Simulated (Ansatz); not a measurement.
Program: Ansatz. Geometries: PBE0-D4/def2-TZVP. ΔE: electronic, gas phase. CBS: MP2 limit from def2 TZ/QZ plus the TZ coupled-cluster correction, frozen cores. This one scheme is used for every species, atoms too. Open shells (•) are unrestricted, without spin–orbit coupling. Spin–orbit coupling would lower the free atoms: a little for Cl. Each species was taken in one conformer, which may not be the lowest.

Reaction (hydrogen abstraction from the Si–H bond): `N[SiH2]S[SiH2]N` + Cl• → `N[SiH]S[SiH2]N`• + HCl

`N[SiH2]S[SiH2]N`:

```xyz
13

N    -1.901   -1.043   -0.074
Si   -0.806   -0.845    1.223
S     1.290   -1.163    0.815
Si    1.642    0.735   -0.072
N     0.480    1.029   -1.315
H    -1.801   -0.410   -0.853
H    -2.138   -1.972   -0.384
H    -0.933    0.541    1.735
H    -1.143   -1.855    2.254
H     3.060    0.681   -0.522
H     1.469    1.853    0.889
H     0.274    1.989   -1.546
H     0.507    0.460   -2.148
```

`N[SiH]S[SiH2]N`•:

Z-matrix (Å, degrees):
```
Si
N 1 1.730
S 1 2.126 2 109.9
H 1 1.488 2 115.1 3 117.0
H 1 1.484 2 105.3 3 -121.9
H 2 1.010 1 117.8 3 -63.8
H 2 1.010 1 117.2 3 160.9
Si 3 2.152 1 97.1 2 -61.2
N 8 1.718 3 110.4 1 69.4
H 8 1.494 3 106.7 1 -173.9
H 9 1.012 8 116.2 3 -54.7
H 9 1.009 8 119.7 3 164.6
```

HCl:

Cartesian coordinates in Å:
```
Cl -0.444 -0.145 0.436
H 0.444 0.145 -0.436
```

```
          species  CCSD(T)/CBS(def2) energy (Eh)
`N[SiH2]S[SiH2]N`                    -1090.27340
              Cl•                     -459.70966
`N[SiH]S[SiH2]N`•                    -1089.61963
              HCl                     -460.38127
```

Problem. Work out ΔE.

Solution. ΔE = (-1089.61963) + (-460.38127) − (-1090.27340) − (-459.70966) = -0.01784 Eh = -0.49 eV.

Largest T1 diagnostic among the species: 0.014.

From PBE to PBE0 (25 % exact exchange), in def2-TZVPP and without D4, ΔE moves by +0.15 eV. In def2-TZVPP, CCSD(T) changes the Hartree–Fock value by −0.45 eV (the triples alone add −0.07 eV) and MP2 by −0.55 eV.
